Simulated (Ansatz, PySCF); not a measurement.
H3NSeZn, SMILES [NH2][Zn][SeH]. Atoms are numbered in the order given.

```xyz
6

Zn     0.2280    -0.7447     0.0000
N      0.4821    -2.5571     0.0000
H      0.1482    -3.0629    -0.8202
H      0.1482    -3.0629     0.8202
Se     0.1492     1.5550     0.0000
H     -1.3285     1.5371     0.0000
```

Geometry: B3LYP-D3(BJ)/def2-SVP. The structure was generated by enumeration; whether it is a known compound was not checked. One conformer was computed; it need not be the lowest.

Two levels are set side by side: PBE-D3(BJ)/def2-SVP (Ansatz, a program for electronic structure) and B3LYP-D3(BJ)/def2-SVP (Ansatz). Each level has its own optimised geometry; the coordinates shown are those of the second. Frequencies come from the Hessian of PySCF at each geometry. Differences are taken from unrounded values.

| quantity | B3LYP-D3(BJ) |
|---|---|
| mean bond length (Å) | 1.530 |
| bond Zn1–N2 (Å) | 1.830 |
| bond Zn1–Se5 (Å) | 2.301 |
| bond N2–H3 (Å) | 1.020 |
| bond N2–H4 (Å) | 1.020 |
| bond Se5–H6 (Å) | 1.478 |
| highest harmonic wavenumber (cm⁻¹) | 3597 |
| mean harmonic wavenumber (cm⁻¹) | 1173 |
| zero-point energy (kcal/mol) | 20.13 |

**Question.** What does PBE-D3(BJ) give, and how far is it from B3LYP-D3(BJ)? (An estimate is asked for; the answer gives what the named calculation found.)

**Answer.** 
| quantity | PBE-D3(BJ) | PBE-D3(BJ) minus B3LYP-D3(BJ) |
|---|---|---|
| mean bond length (Å) | 1.535 | 0.005 |
| bond Zn1–N2 (Å) | 1.834 | 0.004 |
| bond Zn1–Se5 (Å) | 2.294 | -0.007 |
| bond N2–H3 (Å) | 1.029 | 0.009 |
| bond N2–H4 (Å) | 1.029 | 0.009 |
| bond Se5–H6 (Å) | 1.487 | 0.009 |
| highest harmonic wavenumber (cm⁻¹) | 3509 | -88 |
| mean harmonic wavenumber (cm⁻¹) | 1152 | -21 |
| zero-point energy (kcal/mol) | 19.77 | -0.36 |

Exact exchange shortens and stiffens bonds; PBE has none. Differences between two approximate levels are no errors against the true value.
